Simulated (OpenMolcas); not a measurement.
## Mn3+: effect of the IPEA shift

| Item | Value |
| --- | --- |
| Program | OpenMolcas 26.06 |
| Basis | ANO-RCC-VTZP [6s5p3d2f1g] |
| Scalar Hamiltonian | DKH2, point nucleus |
| Active space | 10 electrons in 8 orbitals (RAS1 3p, at most 2 holes; RAS2 3d) |
| State averaging | 2S+1 = 5 even, 5 roots; 2S+1 = 3 even, 45 roots; 2S+1 = 1 even, 44 roots |
| Spin-orbit coupling | RASSI with atomic mean-field integrals over the reference wave functions, term energies averaged over their components |

Methods on the same reference wave functions:
A. RASSCF
B. MS-RASPT2, IPEA 0 Eh, imaginary shift 0.1 Eh (closed shells correlated: 3s)
C. MS-RASPT2, IPEA 0.25 Eh, imaginary shift 0.1 Eh (closed shells correlated: 3s)

Energies in cm-1 above 3d4 5D0, the measured ground level; measured values from Corliss and Sugar, J. Phys. Chem. Ref. Data 6, 1253 (1977).

```tsv
Level	A	B	C	Measured
3d4 5D0	0.0	0.0	0.0	0.0
3d4 5D1	106	106	106	99.0
3d4 5D2	312	313	312	287
3d4 5D3	610	611	610	552
3d4 5D4	989	988	988	886
3d4 3P0(1)	21994	20390	21120	20654
3d4 3P1(1)	22619	21020	21750	21279
3d4 3P2(1)	23728	22120	22850	22325
3d4 3H4	25430	21050	21630	21281
3d4 3H5	25664	21270	21860	21475
3d4 3F2(1)	25750	22630	23400	22791
3d4 3F3(1)	25868	22720	23480	22862
3d4 3H6	25916	21520	22110	21679
3d4 3F4(1)	26022	22840	23610	22959
3d4 3G3	30216	25570	26200	25440
3d4 3G4	30481	25840	26470	25671
3d4 3G5	30740	26080	26700	25878
3d4 1G4(1)	36067	31820	32350	
3d4 3D3	37054	31820	32620	31385
3d4 3D2	37125	31910	32710	31474
3d4 3D1	37225	32000	32800	31581
3d4 1I6	38264	32100	32510	
3d4 1S0	38624	34540	35380	
3d4 1D2	43349	40450	40780
```

Deviations, from unrounded energies. A percentage is the sum of absolute deviations over the sum of measured energies, with the sign that they share, or ± where signs differ.

```
                        Against measurement  Levels      A      B      C
             mean absolute deviation (cm-1)      19   3000    200    570
      fine structure of the ground term (%)       4  +10.6  +10.7  +10.5
other terms of the ground configuration (%)      15  +15.5   ±1.0   +2.9
```

B lies closest to measurement on these levels and A furthest from it. The largest miss of B in the table is 3d4 3D2, by +440 cm-1. The ranking rests on the paired levels alone, and a cruder setting can come out closer through cancelling errors.

Between B and C the level of the table that moves most is 3d4 1S0, by 840 cm-1 (lowest in B, highest in C). Moves below CASPT2's spread within the term are not significant.

The mean deviations of B to C differ by less than CASPT2's widest spread within a term (1300 cm-1), so their order carries little weight.

From A to B the spin-free energies of the other terms of 3d4 shown, above 5D, scale by factors of 0.83 to 0.93, as is usual when dynamic correlation screens the repulsion within a d or f shell.

The lowest spin-free term lies below A's lowest term by 0.329 hartree in B, 0.323 hartree in C.

Term energies are means over components that CASPT2 splits; among the terms shown or strongly mixed into the levels shown the widest spread is 1300 cm-1 (3d4 1I, C). Active for correlation alone: 3p; no level in the range computed is led by a configuration that opens it, so any true level of that kind is missing. The CASPT2 spread within a term exceeds the gap to the next term for 3d4 1G(1) and 3d4 3D, 3d4 3D and 3d4 1I, so the order of their levels is uncertain (figures for B; the like holds for C). Without dynamic correlation excited terms often stand tens of per cent too high (terms of higher spin than the ground term too low), and those without a measured partner can miss by more than the paired ones (holds for A). Computed and measured levels are paired by configuration, term and J; levels that our copy of the source lacks, or whose pairing is in doubt (as where it misses far off the trend of its configuration), stay unpaired and out of the deviations. Levels of configurations outside the active space are missing. The table leaves out levels that lie high or whose names do not pair safely across all columns.

A number in round brackets counts repeated terms of one configuration in the order of the reference energies.
